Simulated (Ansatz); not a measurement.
# Relaxing a trial structure of CFSi2+

The starting geometry of this gas-phase triplet was optimised with GFN2-xTB.

```xyz
4

C    -2.3255   -2.4543   -2.0599
F    -1.5906   -4.9776   -3.2932
Si   -1.0899   -3.6724   -2.5548
Si   -2.6030   -0.9162   -1.2447
```

Question: Where would you expect an optimisation with PBE0-D4/def2-TZVP to take it?

Answer: It keeps its bonds, and is `F[Si+]=C=[Si]`.

The energy falls by 0.12 eV over 7 steps:

| step | E − E(last) (eV) |
| --- | --- |
| 1 | 0.124 |
| 2 | 0.075 |
| 3 | 0.036 |
| 4 | 0.003 |
| 5 | 0.001 |
| 6 | 0.000 |
| 7 | 0.000 |

Final geometry (Å):

```yaml
atoms:
  - { symbol: C, position_ang: [-1.9493, -2.3777, -1.9647] }
  - { symbol: F, position_ang: [-1.8005, -4.8854, -3.2604] }
  - { symbol: Si, position_ang: [-1.0051, -3.7244, -2.5896] }
  - { symbol: Si, position_ang: [-2.8540, -1.0331, -1.3378] }
```

Frequencies at the end are all real (lowest 82 cm⁻¹). Open shells are spin-unrestricted. The triplet needn't be the ground state. Run with Ansatz 0.2.0, 79 s on 2 threads of Arm Neoverse V1, on a shared host.
